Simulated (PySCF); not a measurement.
# `CN(C=O)C/C=C/C=O`, C6H9NO2

Geometry:
```tsv
atom	x (Å)	y (Å)	z (Å)
C1	-1.756	-0.986	0.293
N2	-1.370	0.400	0.341
C3	-2.217	1.416	0.100
O4	-1.924	2.586	0.147
C5	0.003	0.688	0.708
C6	0.965	0.265	-0.351
C7	2.075	-0.439	-0.133
C8	2.990	-0.817	-1.206
O9	3.985	-1.480	-1.063
H10	-1.647	-1.447	1.278
H11	-1.130	-1.532	-0.416
H12	-2.796	-1.066	-0.018
H13	-3.233	1.063	-0.152
H14	0.242	0.211	1.664
H15	0.056	1.779	0.824
H16	0.709	0.577	-1.357
H17	2.349	-0.765	0.862
H18	2.689	-0.443	-2.205
```

Method used: GIAO HF/pcSseg-1 magnetisability, rotational g tensor and spin-rotation constants, non-relativistic, gas phase (PySCF 2.14.0). Geometry: GFN2-xTB.

Task: How diamagnetic is it, and how anisotropic?

Result: Isotropic -1131 × 10⁻³⁰ J/T², or -68.1 × 10⁻⁶ cm³/mol; principal values -1301, -1160, -933 × 10⁻³⁰ J/T², anisotropy 322 × 10⁻³⁰ J/T² (root of half the summed squared differences of the principal values). The susceptibility is in cgs units.

Task: Split it along the inertial axes a, b, c into diamagnetic and paramagnetic parts about the centre of mass, with the quadrupole moment.

Result: 
| axis | χ (10⁻⁶ cm³/mol) | diamagnetic (10⁻⁶ cm³/mol) | paramagnetic (10⁻⁶ cm³/mol) | summed x² of all electrons (Å²) | quadrupole Θ (D Å) |
| --- | --- | --- | --- | --- | --- |
| a | -60.3 | -414.6 | 354.3 | 418.7 | -28.88 |
| b | -77.0 | -1898.1 | 1821.1 | 69.0 | +10.46 |
| c | -67.0 | -2069.3 | 2002.3 | 28.7 | +18.43 |

Anisotropies 2χaa − χbb − χcc = +23.5 and 2χbb − χaa − χcc = -26.7 × 10⁻⁶ cm³/mol. Θ is traceless in Buckingham's convention.

Task: And the rotational g tensor?

Result: 
```csv
axis,rotational constant (GHz),g,nuclear part,electronic part
a,4.1532,-0.0655,0.6258,-0.6913
b,0.6354,-0.0119,0.5317,-0.5436
c,0.5828,-0.0150,0.5333,-0.5482
```
Asymmetric top; isotopes 12C, 1H, 14N, 16O; no vibrational averaging.
